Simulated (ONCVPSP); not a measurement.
PBE ONCV dataset for silicon, scalar-relativistic all-electron reference.

Input for ONCVPSP 4.0.1:

```
# ATOM AND REFERENCE CONFIGURATION
# atsym  z   nc   nv     iexc    psfile
  Si 14.00    3    2        4      upf
#
#   n    l    f
    1    0    2.00
    2    0    2.00
    2    1    6.00
    3    0    1.50
    3    1    2.50
#
# PSEUDOPOTENTIAL AND OPTIMIZATION
# lmax
    2
#
#   l,   rc,      ep,       ncon, nbas, qcut
    0    1.70    0.00    3    6    4.30
    1    2.35    0.00    4    8    3.80
    2    2.05    0.40    5    8    4.70
#
# LOCAL POTENTIAL
# lloc, lpopt,  rc(5),   dvloc0
    4    1    1.10    0.00
#
# VANDERBILT-KLEINMAN-BYLANDER PROJECTORs
# l, nproj, debl
    0    2    3.10
    1    1    3.40
    2    2    1.70
#
# MODEL CORE CHARGE
# icmod, fcfact, rcfact
    0    0.00    0.00
#
# LOG DERIVATIVE ANALYSIS
# epsh1, epsh2, depsh
   -2.00    5.00    0.02
#
# OUTPUT GRID
# rlmax, drl
    6.00    0.01
#
# TEST CONFIGURATIONS
# ncnf
    4
# nvcnf
#   n    l    f
    2
    3    0    2.00
    3    1    2.00
#
    2
    3    0    2.00
    3    1    1.00
#
    2
    3    0    2.00
    3    1    0.00
#
    2
    3    0    1.00
    3    1    2.00
#
```

Command:

```bash
oncvpsp.x < Si.dat > Si.out
```

Resulting log (shortened: citation, most of the input echo, consistency checks and plot data are left out):

```
ONCVPSP  (Optimized Norm-Conservinng Vanderbilt PSeudopotential)
scalar-relativistic version 4.0.1

#   n    l    f        energy (Ha)
    1    0    2.00    -6.5663966E+01
    2    0    2.00    -5.1575260E+00
    2    1    6.00    -3.5425229E+00
    3    0    1.50    -4.1154570E-01
    3    1    2.50    -1.6107748E-01

Reference configufation results
  iterations    26
  all-electron total energy (Ha)   -2.89712349D+02

Begin loop to  construct optimized pseudo wave functions
and semi-local pseudopoentials for all angular momenta

   Wellstate for l =  0  n =  5
     eigenvalue =   2.6885
     asymptotic potential =   3.1885
     half-point radius =  3.3319

Calculating optimized projector #   1

 for l=   0

    Fraction of norm inside rc  0.322889
    Optimizing pswf for qcut=   4.30 a_B^-1,  ecut=   9.24 Ha
    Residual kinetic energy error=  1.88D-04 Ha

    Energy error per electron        Cutoff
         Ha          eV             Ha
         0.01000     0.27211        5.03
         0.00100     0.02721        7.58
         0.00010     0.00272       11.68
         0.00001     0.00027       29.94

Calculating optimized projector #   2

 for l=   0

    Fraction of norm inside rc  0.112119
    Optimizing pswf for qcut=   4.30 a_B^-1,  ecut=   9.24 Ha
    Residual kinetic energy error=  3.05D-03 Ha

    Energy error per electron        Cutoff
         Ha          eV             Ha
         0.01000     0.27211        8.24
         0.00100     0.02721       10.53
         0.00010     0.00272       25.33
         0.00001     0.00027       38.89

Calculating optimized projector #   1

 for l=   1

    Fraction of norm inside rc  0.429323
    Optimizing pswf for qcut=   3.81 a_B^-1,  ecut=   7.24 Ha
    Residual kinetic energy error=  1.78D-05 Ha

    Energy error per electron        Cutoff
         Ha          eV             Ha
         0.01000     0.27211        2.12
         0.00100     0.02721        3.14
         0.00010     0.00272        4.12
         0.00001     0.00027       11.39

   Wellstate for l =  2  n =  4
     eigenvalue =   0.4000
     asymptotic potential =   0.9000
     half-point radius =  8.1349

   Wellstate for l =  2  n =  5
     eigenvalue =   2.1000
     asymptotic potential =   2.6000
     half-point radius =  4.2441

Calculating optimized projector #   1

 for l=   2

    Fraction of norm inside rc  0.149617
    Optimizing pswf for qcut=   4.69 a_B^-1,  ecut=  11.01 Ha
    Residual kinetic energy error=  9.86D-04 Ha

    Energy error per electron        Cutoff
         Ha          eV             Ha
         0.01000     0.27211        6.36
         0.00100     0.02721       11.04
         0.00010     0.00272       40.37
         0.00001     0.00027       51.26

Calculating optimized projector #   2

 for l=   2

    Fraction of norm inside rc  0.176801
    Optimizing pswf for qcut=   4.69 a_B^-1,  ecut=  11.01 Ha
    Residual kinetic energy error=  2.34D-02 Ha

    Energy error per electron        Cutoff
         Ha          eV             Ha
         0.01000     0.27211       12.77
         0.00100     0.02721       25.52
         0.00010     0.00272       52.97
         0.00001     0.00027       63.85

Construct Vanderbilt / Kleinmman-Bylander projectors

B matrix Hermiticity error, ll=   0
   1   2   -1.4599E-04

  Orthonormal projector coefficients  6.5638E+00  7.5112E-01

B matrix Hermiticity error, ll=   2
   1   2    3.0115E-05

  Orthonormal projector coefficients -3.5994E+00 -1.5724E+00

Pseudoatom total energy   -3.618725

Diagnostic tests using Vanderbilt-Kleinman-Bylander pseudopotentials
  1 or more projectors used as specified by nproj input data

   l    rcore       rmatch      e in        delta e   norm test  slope test

   0   1.7053175   1.7570946  -0.4115457   0.0000073   1.0000259   0.9991552
   0   1.7053175   1.7570946   2.6884543  -0.0000253   1.0002760   1.0002760

   1   2.3555710   2.4270913  -0.1610775  -0.0000005   1.0000001   1.0000091

   2   2.0527811   2.1151080   0.4000000   0.0000040   1.0000261   1.0000255
   2   2.0527811   2.1151080   2.1000000   0.0000049   1.0001178   1.0001178

 Testing for bound ghosts
   n   l    E NL Schr. Eq   E Basis Diag.   E Cutoff

   1   0       -0.411538       -0.403971     42.89

   2   1       -0.161078       -0.157455     39.86

 Testing for highly-localized positive-energy ghosts
       l    <radius>/rc     E Basis Diag.   E Cutoff

       0        0.933624        5.796321     42.89  WARNING - GHOST(+)

Test configuration 0

   n   l     f        eae           eps        diff
   1   0  2.0000  -65.66396615
   2   0  2.0000   -5.15752595
   2   1  6.0000   -3.54252293
   3   0  1.5000   -0.41154570   -0.41153838    7.32D-06
   3   1  2.5000   -0.16107748   -0.16107794   -4.60D-07

    Total energies and differences
      AE_ref= -2.89712349D+02  AE_tst= -2.89712349D+02  dif=  0.00D+00
      PS_ref= -3.61872529D+00  PS_tst= -3.61872529D+00  dif= -1.33D-15
      PSP excitation error=  1.33D-15

Test configuration 1

   n   l     f        eae           eps        diff
   1   0  2.0000  -65.63199305
   2   0  2.0000   -5.12654738
   2   1  6.0000   -3.51173570
   3   0  2.0000   -0.39736459   -0.39753007   -1.65D-04
   3   1  2.0000   -0.14998149   -0.15002262   -4.11D-05

    Total energies and differences
      AE_ref= -2.89712349D+02  AE_tst= -2.89836820D+02  dif= -1.24D-01
      PS_ref= -3.61872529D+00  PS_tst= -3.74322946D+00  dif= -1.25D-01
      PSP excitation error=  3.34D-05

Test configuration 2

   n   l     f        eae           eps        diff
   1   0  2.0000  -65.98789348
   2   0  2.0000   -5.47570426
   2   1  6.0000   -3.86146401
   3   0  2.0000   -0.69950321   -0.69967555   -1.72D-04
   3   1  1.0000   -0.42834919   -0.42855479   -2.06D-04

    Total energies and differences
      AE_ref= -2.89712349D+02  AE_tst= -2.89552380D+02  dif=  1.60D-01
      PS_ref= -3.61872529D+00  PS_tst= -3.45867326D+00  dif=  1.60D-01
      PSP excitation error= -8.25D-05

Test configuration 3

   n   l     f        eae           eps        diff
   1   0  2.0000  -66.43699071
   2   0  2.0000   -5.90942986
   2   1  6.0000   -4.29635628
   3   0  2.0000   -1.04868596   -1.04886927   -1.83D-04

    Total energies and differences
      AE_ref= -2.89712349D+02  AE_tst= -2.88964655D+02  dif=  7.48D-01
      PS_ref= -3.61872529D+00  PS_tst= -2.87047727D+00  dif=  7.48D-01
      PSP excitation error= -5.53D-04

Test configuration 4

   n   l     f        eae           eps        diff
   1   0  2.0000  -66.04811752
   2   0  2.0000   -5.53439407
   2   1  6.0000   -3.91967389
   3   0  1.0000   -0.72644023   -0.72575446    6.86D-04
   3   1  2.0000   -0.45152759   -0.45132680    2.01D-04

    Total energies and differences
      AE_ref= -2.89712349D+02  AE_tst= -2.89279311D+02  dif=  4.33D-01
      PS_ref= -3.61872529D+00  PS_tst= -3.18584740D+00  dif=  4.33D-01
      PSP excitation error=  1.60D-04
```

The run took about 2.3 s on one core of a shared server CPU.
